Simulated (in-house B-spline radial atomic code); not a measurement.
## Binding energies in Cd6+

NIST's tabulated ground configuration is [Kr] 4d6; each binding energy is the energy of the ion with one electron taken from that subshell, relaxed, less that of the parent. Method: Dirac-Hartree-Fock, average of configuration, Fermi nucleus of rms radius 4.6087 fm. Calculated with a B-spline radial code for spherical atoms. Energies include first-order Breit, QED and recoil terms.

```tsv
subshell	X-ray name	binding energy (eV)	-ε (eV)	relaxation (eV)
2s	L1	4137.9	4175.9	29.5
2p1/2	L2	3841.5	3882.5	32.8
2p3/2	L3	3651.7	3689.2	31.7
3s	M1	884.5	896.2	10.2
3p1/2	M2	765.6	777.4	10.6
3p3/2	M3	730.8	741.7	10.2
4s	N1	219.2	221.4	2.0
4p1/2	N2	177.5	179.5	1.8
4p3/2	N3	171.1	172.9	1.7
4d	N4,5	107.6	108.8	1.2
```

Relaxation = -ε minus the binding energy without Breit, QED and recoil terms.

Emission lines follow as differences of binding energies, with λ = 12398.42 eV·Å / E:

| line | holes | energy (eV) | wavelength (Å) |
| --- | --- | --- | --- |
| L1-M3 | 2s → 3p3/2 | 3407.1 | 3.639 |
| L3-M1 | 2p3/2 → 3s | 2767.2 | 4.4805 |

(1) What does it cost to remove both a 4p3/2 and a 4p1/2 electron?

(2) What does it cost to remove both a 2p1/2 and a 4p3/2 electron?

Answers

(1) 370.71 eV, which is 22.12 eV more than the two single binding energies together.

(2) 4040.5 eV, which is 27.87 eV more than the two single binding energies together.
